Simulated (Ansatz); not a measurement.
Compare A (`COC(N)[SiH3]`) with its isomer B (`CN[SiH](C)O`).

Computed with Ansatz on PBE0-D4/def2-TZVP structures; ΔE is electronic, products minus reactants. CCSD(T)/CBS adds triple-zeta CCSD(T) − MP2 to the extrapolated MP2 energy (def2 sets, frozen cores). DFT in def2-TZVPP. Each species was taken in one conformer, which may not be the lowest.

A:

```xyz
14

C     1.430   -1.532    0.367
O     0.181   -1.093   -0.113
C    -0.107    0.248    0.209
N     0.816    1.162   -0.428
Si   -1.925    0.519   -0.283
H     1.556   -2.564    0.037
H     2.245   -0.918   -0.027
H     1.459   -1.501    1.465
H     0.004    0.395    1.296
H     0.533    1.434   -1.360
H     0.996    1.987    0.124
H    -2.841   -0.493    0.303
H    -2.011    0.483   -1.768
H    -2.334    1.875    0.179
```

B:

Z-matrix (Å, degrees):
```
C
N 1 1.445
H 1 1.093 2 109.7
H 1 1.097 2 113.0 3 119.7
H 1 1.095 2 111.8 3 -118.3
Si 2 1.710 1 126.0 3 -15.6
H 2 1.006 1 114.6 3 175.3
O 6 1.653 2 112.0 1 65.8
C 6 1.857 2 114.4 1 -51.5
H 6 1.491 2 103.7 1 -173.8
H 8 0.958 6 115.8 2 50.0
H 9 1.093 6 110.8 2 57.8
H 9 1.092 6 110.8 2 177.3
H 9 1.092 6 110.8 2 -62.2
```

Question: Which isomer does CCSD(T)/CBS put lower? Give the gap. (An estimate is asked.)

Answer: Computed: B, by 79.8 kcal/mol.

Question: Give E(B) − E(A) in kcal/mol with r2SCAN-D4, PBE-D4, CCSD/def2-TZVPP, MP2/def2-TZVPP, HF/def2-TZVPP, PBE0-D4, CCSD(T)/def2-TZVPP. (Best estimate.)

Answer: Ansatz gave: r2SCAN-D4 -78.3, PBE-D4 -73.2, CCSD/def2-TZVPP -78.9, MP2/def2-TZVPP -81.8, HF/def2-TZVPP -80.0, PBE0-D4 -76.2, CCSD(T)/def2-TZVPP -78.0. None reverses the order clearly.

Largest T1 diagnostic: 0.012.

From PBE to PBE0 (25 % exact exchange), in def2-TZVPP and without D4, E(B) − E(A) moves by −3.1 kcal/mol.
